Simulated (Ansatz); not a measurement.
One change: `[SiH3]BOC[SiH3]` becomes `[SiH3]C[O][AlH][SiH3]`.

Ansatz, PBE0-D4/def2-TZVP geometries, multiplicity 1. Each molecule was computed in one conformer, which needn't be the lowest.

| property | `[SiH3]BOC[SiH3]` |
| --- | --- |
| LUMO energy (B3LYP/def2-TZVPP) / eV | -1.26 |
| LUMO energy (ωB97M-V/def2-TZVPP) / eV | 0.86 |
| size of the dipole moment (B3LYP/def2-TZVPP) / D | 1.82 |
| LUMO energy (PBE/def2-TZVPP) / eV | -2.03 |
| HOMO–LUMO gap (PBE0/def2-TZVPP) / eV | 6.71 |
| HOMO–LUMO gap (PBE/def2-TZVPP) / eV | 4.49 |

(1) Give the same properties after the change, and the shifts. (An estimate is asked.)

Results:

(1) Computed: 
```
                                        property  `[SiH3]C[O][AlH][SiH3]`  shift
             LUMO energy (B3LYP/def2-TZVPP) / eV                    -1.68  -0.42
           LUMO energy (ωB97M-V/def2-TZVPP) / eV                     0.14  -0.72
size of the dipole moment (B3LYP/def2-TZVPP) / D                     0.78  -1.04
               LUMO energy (PBE/def2-TZVPP) / eV                    -2.27  -0.24
            HOMO–LUMO gap (PBE0/def2-TZVPP) / eV                     5.99  -0.72
             HOMO–LUMO gap (PBE/def2-TZVPP) / eV                     4.08  -0.41
```

With PBE0 the HOMO rises by 0.27 eV and the LUMO falls by 0.44 eV, so the gap narrows by about 0.71 eV. PBE moves the HOMO by 0.18 eV and ωB97M-V by 0.42 eV. Dipoles are sizes alone; their direction can turn.

B3LYP here is the variant with VWN-RPA as its local correlation; programs differ in this.
